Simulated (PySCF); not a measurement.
## Worked example: refractive index and permittivity of the vapour

SnBrI, SMILES [Br][Sn][I] (connectivity only; charge and spin as stated), neutral, multiplicity 1.

Geometry: B3LYP-D3(BJ)/def2-SVP. The def2 effective core potentials stand for the cores of I, Sn; spin–orbit coupling is left out.

PBE0/def2-TZVPD run with PySCF gives a mean static polarisability of 107.5 bohr³ and a dipole moment of 3.01 D. Take an ideal gas at 298.15 K and 0.01 bar, whether or not the substance is that volatile.

Question: Work out n − 1 in the optical limit and the static ε − 1.

Answer: 
Polarisability volume α' = 107.5 × 0.148185 = 15.93 Å³. Number density N = p/kT = 2.43e-7 Å⁻³.
Dilute limit of Lorentz–Lorenz: n − 1 = 2π N α' = 2.4e-5.
Orientation term of Debye: μ²/(3kT) = 8.098 Å³ × μ²(D²) = 73.37 Å³.
ε − 1 = 4π N (α' + μ²/3kT) = 0.00027. Orientation of the dipole supplies 82 % of the static response; it can't follow optical fields. Vibrational polarisation and dispersion are left out.
